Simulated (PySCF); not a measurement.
# Electron correlation in Fe³⁺ (iron, charge +3)

[Ar] 3d5, high-spin 6S determinant. Calculation: PySCF 2.14, in x2c-TZVPPall (6s5p4d2f1g, 64 functions); scalar relativity by spin-free X2C-1e. Frozen: [Ne]; 13 electrons correlated.

```csv
level,correlation energy (mhartree)
CCSD,-373.38
(T),-5.29
CCSD(T),-378.67
```

Diagnostics: T1 = 0.0039, D1 = 0.0081, largest double amplitude 0.027.

Problem. Is a single reference adequate?

Solution. Yes: T1 lies below 0.03 and no double amplitude reaches 0.07.

This basis was not built for core-valence correlation, so the inner-shell part is incomplete.
